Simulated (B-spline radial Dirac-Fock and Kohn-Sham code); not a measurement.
# Satellites and hypersatellites of the K lines of Ru⁶⁺

System: ruthenium as Ru⁶⁺, configuration 1s2 2s2 2p6 3s2 3p6 3d10 4s2 4p6 4d2, inside a Watson sphere of charge -6 and radius 2.4 Å (a model of the Madelung potential; inside it an electron's potential energy is raised by 36.0 eV).

The run's input, task.json:

```json
{"items": [{
  "Z": 44,
  "q": 6,
  "cfg": [[1, 0, 2], [2, 0, 2], [2, 1, 6], [3, 0, 2], [3, 1, 6], [3, 2, 10], [4, 0, 2], [4, 1, 6], [4, 2, 2]],
  "A": 102,
  "rrms": 4.4809,
  "watson": [-6, 2.4],
  "do": ["binding", "quiet", "double"]
}]}
```

Run with: `python xray_run.py task.json out`

Level of theory: Dirac-Fock (average of configuration) total-energy differences with a finite nucleus, the Breit interaction including its frequency dependence, and self-energy and vacuum-polarisation corrections; a radial B-spline solver. Each two-hole energy is an average over J within one jj subconfiguration, not an observable level; in light atoms, where LS coupling holds, the j-resolved values are not observed lines, and for a K spectator the Kα1 hypersatellite is nearly forbidden. No correlation.

Lines without a spectator: Kα2 (K-L2) 19147.9 eV, Kα1 (K-L3) 19276.8 eV, Kβ3 (K-M2) 21631.9 eV, Kβ1 (K-M3) 21654.5 eV. Shifts in eV with one spectator hole (a dash: not computed, or left out as unreliable):

```csv
spectator hole,Kα2,Kα1,Kβ3,Kβ1
K (1s),+493.6,+505.6,+627.6,+630.1
L2 (2p1/2),+52.5,+65.6,–,+141.8
L3 (2p3/2),+53.6,+53.1,+128.9,–
M2 (3p1/2),–,+6.81,+16.36,+19.97
M3 (3p3/2),+5.30,–,+17.52,+16.95
M4 (3d3/2),+0.58,-1.61,–,–
M5 (3d5/2),-1.95,-0.40,–,–
```

With n spectator holes in 2p, averaged over the 2p shell (energies in eV):

```tsv
n	KαLⁿ	step	hypersatellite KαʰLⁿ
0	19233.8	–	19735.4
1	19290.3	+56.5	19793.3
2	19348.1	+57.8	19852.4
3	19407.1	+59.0	19912.8
4	19467.3	+60.3	19974.5
5	19528.9	+61.5	20037.4
```
